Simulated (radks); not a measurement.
Values are calculated unless marked as measured or tabulated.
Spherical quantum dot in the effective-mass picture: electrons in a hard-walled sphere of radius 3.22, with a point charge +1 (a donor) at the centre, all in effective atomic units (hartree* = m*/eps^2 hartree, bohr* = eps/m* bohr), one dielectric constant everywhere. Level of theory: non-relativistic Kohn-Sham, exchange-only LDA, spin-polarised, spherical densities (a radial shooting solver with Libxc functionals). Levels are named by radial order and angular momentum (1s, 1p, 1d, 2s, ...), and open shells are averaged over m. Results are scaled to m* = 0.076 and eps = 8.7, for which hartree* = 27.32 meV and bohr* = 6.058 nm. At N = 17 the configuration is 1s2 1p6 1d(up 5, down 4). Does electron 18 go into 2s down or 2s up or 1d down?

Answer. Into 1d down. The total energies of the other choices lie higher by 8.09 meV (2s up), 8.31 meV (2s down).
